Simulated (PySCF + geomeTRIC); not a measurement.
Species: C3H4O, SMILES `C=C=CO` (charge 0, multiplicity 1).

Question: Give a relaxed geometry from PySCF + geomeTRIC with PBE-D3(BJ)/def2-TZVP.

Answer: One answer among several that fit: the end point of this relaxation, one of several conformers (outside a Z-matrix the atoms follow the SMILES, hydrogens last).
Bond lengths (Å): C1–C2 1.311, C1–H5 1.096, C1–H6 1.096, C2–C3 1.314, C3–O4 1.379, C3–H7 1.091, O4–H8 0.975. Angles (°): C2–C1–H5 121.8, C2–C1–H6 121.9, H5–C1–H6 116.3, C1–C2–C3 179.7, C2–C3–O4 126.6, C2–C3–H7 122.1, O4–C3–H7 111.3, C3–O4–H8 107.9.
